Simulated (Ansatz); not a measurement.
`C[O][Al]1[CH2]C[O]1` + SiH₄ → `[SiH3][Al]1[CH2]C[O]1` + CH₃OH  (formal exchange of groups at the Al–O bond)

Isolated molecules relaxed with PBE0-D4/def2-TZVP in Ansatz; ΔE leaves out vibrations. CCSD(T)/CBS is the MP2 limit (def2-TZVPP, def2-QZVPP) plus CCSD(T) − MP2 in def2-TZVPP, frozen cores. This one scheme is used for every species. Functionals use def2-TZVPP. Each species was taken in one conformer, which may not be the lowest.

`C[O][Al]1[CH2]C[O]1`:

Cartesian coordinates in Å:
```
C 2.836 -0.549 0.433
O 1.603 0.087 0.580
Al 0.014 0.094 0.084
C -1.695 0.985 0.296
C -2.093 -0.092 -0.740
O -0.899 -0.862 -1.013
H 3.167 -0.953 1.395
H 3.589 0.168 0.091
H 2.795 -1.372 -0.288
H -2.208 0.895 1.253
H -1.792 2.008 -0.065
H -2.450 0.354 -1.673
H -2.867 -0.762 -0.354
```

SiH₄:

Cartesian coordinates in Å:
```
Si 0.000 0.000 0.000
H -1.326 -0.502 -0.440
H 1.000 -0.240 -1.070
H 0.415 -0.713 1.234
H -0.089 1.456 0.276
```

`[SiH3][Al]1[CH2]C[O]1`:

Z-matrix (Å, degrees):
```
C
O 1 1.445
Al 1 2.290 2 48.7
C 1 1.544 2 106.1 3 0.0
H 1 1.095 2 109.0 3 -121.0
H 1 1.095 2 109.0 3 121.1
Si 3 2.451 1 169.7 2 0.0
H 4 1.091 1 114.1 2 -117.2
H 4 1.091 1 114.1 2 117.0
H 7 1.491 3 110.4 1 120.3
H 7 1.490 3 110.4 1 -121.1
H 7 1.488 3 112.0 1 -0.4
```

CH₃OH:

```xyz
6

C    -0.069   -0.301    0.178
O     0.598    0.903   -0.128
H     0.430   -0.730    1.048
H    -0.013   -1.029   -0.640
H    -1.123   -0.141    0.435
H     0.177    1.298   -0.893
```

CCSD(T)/CBS gives +1.32 eV.

(1) Another level gave +1.45 eV. Which?
A. PBE-D4/def2-TZVPP
B. r2SCAN/def2-TZVPP
C. MP2/def2-TZVPP
D. HF/def2-TZVPP

Largest T1 diagnostic among the species: 0.014.

## Answers

(1) C. MP2/def2-TZVPP 1.45, PBE-D4 1.11, r2SCAN 1.31, HF/def2-TZVPP 1.51 eV.

From PBE to PBE0 (25 % exact exchange), in def2-TZVPP and without D4, ΔE moves by +0.06 eV. In def2-TZVPP, CCSD(T) changes the Hartree–Fock value by −0.17 eV (the triples alone add −0.02 eV) and MP2 by −0.06 eV.
